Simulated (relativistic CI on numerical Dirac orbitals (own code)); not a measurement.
**Ligand-field terms of d2**

Computed with a parametric ligand-field model of a d^n configuration (Racah B and C, spin-orbit zeta, crystal field), exact diagonalisation.

Field parameters in Wybourne normalisation: Td as Oh with Dq negative (B⁴₀ = 21Dq, B⁴₄ = √(5/14) B⁴₀). The field is a parameter set, without covalency.

Q: Ground term and bands for B = 370, C = 1410, ζ = 0 cm⁻¹, Td, 10Dq = -2040 cm⁻¹?

A: Ground term 3A2 with 2.00 electrons in the two orbitals of the cubic e set. Spin-allowed: 3T2 2040 cm⁻¹, 3T1 3523 cm⁻¹ (2838 nm), 3T1 8147 cm⁻¹ (1227 nm). Lowest spin-forbidden: 1E 5437 cm⁻¹ (1839 nm), 1T2 7266 cm⁻¹ (1376 nm), 1A1 8556 cm⁻¹ (1169 nm). With an A2 ground term the first spin-allowed band lies at |10Dq| itself.

Q: Ground term and bands for B = 370, C = 1410, ζ = 0 cm⁻¹, Td, 10Dq = -2700 cm⁻¹?

A: Ground term 3A2 with 2.00 electrons in the two orbitals of the cubic e set. Spin-allowed: 3T2 2700 cm⁻¹, 3T1 4583 cm⁻¹ (2182 nm), 3T1 9067 cm⁻¹ (1103 nm). Lowest spin-forbidden: 1E 5508 cm⁻¹ (1816 nm), 1T2 8015 cm⁻¹ (1248 nm), 1A1 8855 cm⁻¹ (1129 nm). With an A2 ground term the first spin-allowed band lies at |10Dq| itself.

Q: Ground term and bands for B = 370, C = 1410, ζ = 0 cm⁻¹, Td, 10Dq = -7700 cm⁻¹?

A: Ground term 3A2 with 2.00 electrons in the two orbitals of the cubic e set. Spin-allowed: 3T2 7700 cm⁻¹ (1299 nm), 3T1 11210 cm⁻¹ (892 nm), 3T1 17440 cm⁻¹ (573 nm). Lowest spin-forbidden: 1E 5677 cm⁻¹ (1762 nm), 1A1 10101 cm⁻¹ (990 nm), 1T2 13281 cm⁻¹ (753 nm). With an A2 ground term the first spin-allowed band lies at |10Dq| itself.

Q: Ground term and bands for B = 370, C = 1410, ζ = 0 cm⁻¹, Td, 10Dq = -2370 cm⁻¹?

A: Ground term 3A2 with 2.00 electrons in the two orbitals of the cubic e set. Spin-allowed: 3T2 2370 cm⁻¹, 3T1 4059 cm⁻¹ (2464 nm), 3T1 8601 cm⁻¹ (1163 nm). Lowest spin-forbidden: 1E 5477 cm⁻¹ (1826 nm), 1T2 7644 cm⁻¹ (1308 nm), 1A1 8712 cm⁻¹ (1148 nm). With an A2 ground term the first spin-allowed band lies at |10Dq| itself.

Q: Ground term and bands for B = 370, C = 1410, ζ = 0 cm⁻¹, Td, 10Dq = -7030 cm⁻¹?

A: Ground term 3A2 with 2.00 electrons in the two orbitals of the cubic e set. Spin-allowed: 3T2 7030 cm⁻¹ (1422 nm), 3T1 10430 cm⁻¹ (959 nm), 3T1 16210 cm⁻¹ (617 nm). Lowest spin-forbidden: 1E 5667 cm⁻¹ (1765 nm), 1A1 9999 cm⁻¹ (1000 nm), 1T2 12594 cm⁻¹ (794 nm). With an A2 ground term the first spin-allowed band lies at |10Dq| itself.
